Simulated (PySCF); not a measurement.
**Energy of Ni⁺ (nickel, charge +1) between two integer charges**

The 3d beta orbital of [Ar] 3d9 is emptied in steps (occupation f), with all orbitals relaxed, ending at [Ar] 3d8. Computed with PySCF 2.14 in def2-TZVP (6s4p4d1f, 45 functions), with the non-relativistic Hamiltonian (point nucleus). The exact energy is a straight line in f; departures are measured from the line between the end points of the same method.

```tsv
f	PBE0 (eV)	r2SCAN (eV)	LC-wPBE (eV)
1	0.000	0.000	0.000
0.8	-0.694	-1.022	-0.298
0.6	-1.057	-1.549	-0.464
0.4	-1.073	-1.560	-0.480
0.2	-0.724	-1.046	-0.330
0	0.000	0.000	0.000
```

```csv
method,E(f=0) − E(f=1) (eV),−ε at f=1 (eV),−ε at f=0.4 (eV)
PBE0,18.320,14.065,19.141
r2SCAN,18.132,11.872,19.383
LC-wPBE,18.728,16.948,19.050
```

Orbital energy along the path (eV):

```json
{"f": "1", "PBE0": "-14.065", "r2SCAN": "-11.872", "LC-wPBE": "-16.948"}
{"f": "0.8", "PBE0": "-15.658", "r2SCAN": "-14.238", "LC-wPBE": "-17.550"}
{"f": "0.6", "PBE0": "-17.358", "r2SCAN": "-16.776", "LC-wPBE": "-18.257"}
{"f": "0.4", "PBE0": "-19.141", "r2SCAN": "-19.383", "LC-wPBE": "-19.050"}
{"f": "0.2", "PBE0": "-20.992", "r2SCAN": "-22.028", "LC-wPBE": "-19.916"}
{"f": "0", "PBE0": "-22.899", "r2SCAN": "-24.697", "LC-wPBE": "-20.844"}
```

Reference removal energy between the ground levels: 18.169 eV (measured; NIST Atomic Spectra Database, ionization energies). The calculation has no spin-orbit coupling. The determinant left behind need not be the lowest term of the ion.
